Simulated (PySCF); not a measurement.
SMILES B[SiH2][SiH2]C(=O)OC (C2H9BO2Si2), singlet (GFN2-xTB optimised geometry):

```
16

B      3.124    -1.213     0.000
Si     1.185    -1.213     0.000
Si     0.493     1.027     0.000
C     -1.414     1.042     0.000
O     -2.132     1.035    -0.969
O     -1.871     0.983     1.258
C     -3.281     0.908     1.437
H      3.736    -1.175     0.996
H      3.738    -1.181    -0.996
H      0.532    -1.856     1.160
H      0.525    -1.874    -1.143
H      0.902     1.801    -1.176
H      0.887     1.796     1.185
H     -3.738     1.874     1.214
H     -3.703     0.155     0.768
H     -3.448     0.639     2.477
```

Method: CAM-B3LYP/def2-TZVP (PySCF 2.14.0).

Problem. What are the frontier orbital energies and the dipole moment?

Solution. HOMO-2 -10.28 eV, HOMO-1 -9.85 eV, HOMO -8.95 eV, LUMO -1.65 eV, LUMO+1 0.72 eV; dipole moment 1.99 D.

Meta-Löwdin charges at CAM-B3LYP/def2-TZVP: B1 -0.18, Si2 0.28, Si3 0.38, C4 0.32, O5 -0.46, O6 -0.34, C7 -0.13, H8 0.04, H9 0.04, H10 -0.08, H11 -0.08, H12 -0.08, H13 -0.08, H14 0.12, H15 0.13, H16 0.13.
